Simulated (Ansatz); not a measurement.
`C=[CH][InH2]` + `[AsH3]` → `[AsH2][InH2]` + `C=C` at 298.15 K and 1 bar (ligand exchange at the In–C bond).

Gas-phase electronic energies from Ansatz, PBE0-D4/def2-TZVP geometries. CCSD(T)/CBS adds triple-zeta CCSD(T) − MP2 to the extrapolated MP2 energy (def2 sets, frozen cores). This one scheme is used for every species. Elements past krypton have def2 core potentials. For As, In outer-core shells are correlated without core-valence functions, which leaves a few kJ/mol of doubt a bond. Scalar relativity is left out up to krypton.

| species | CCSD(T)/CBS energy (Eh) | H − E (kJ/mol) | S (J/(mol·K)) |
| --- | --- | --- | --- |
| `C=[CH][InH2]` | -268.86241 | 155.7 | 310.3 |
| `[AsH3]` | -2236.79077 | 67.8 | 222.9 |
| `[AsH2][InH2]` | -2427.20683 | 87.2 | 315.8 |
| `C=C` | -78.48111 | 144.6 | 218.9 |

H − E and S are ideal-gas, rigid-rotor, harmonic terms from PBE0-D4/def2-TZVP. 1 Eh = 2625.50 kJ/mol, R = 8.31446 J/(mol·K).

**Question.** By hand: ΔE, ΔH, ΔS and ΔG.

**Answer.** ΔE = (-2427.20683) + (-78.48111) − (-268.86241) − (-2236.79077) = -0.03476 Eh = -91.3 kJ/mol. Δ(H − E) = 87.2 + 144.6 − 155.7 − 67.8 = 8.3, so ΔH = -83.0 kJ/mol. ΔS = 315.8 + 218.9 − 310.3 − 222.9 = 1.5 J/(mol·K). ΔG = -83.0 − 298.15 × (1.5)/1000 = -83.4 kJ/mol.

**Question.** By hand: the equilibrium constant, and the temperature at which ΔG would vanish if ΔH and ΔS stayed fixed.

**Answer.** log₁₀ K = −ΔG/(RT ln 10) = 14.6. ΔH and −TΔS have one sign here, so there is no such temperature. One of them is within its doubt of zero, so this could turn.

The number of gas molecules stays the same, so ΔS is small and ΔH decides. A doubt of 5 kJ/mol in ΔE shifts log₁₀ K by 0.9 here. These are equilibria of isolated gas molecules and say nothing of rates. Largest T1 diagnostic: 0.013 (customary marks: 0.02 for closed shells, 0.045 for open ones).
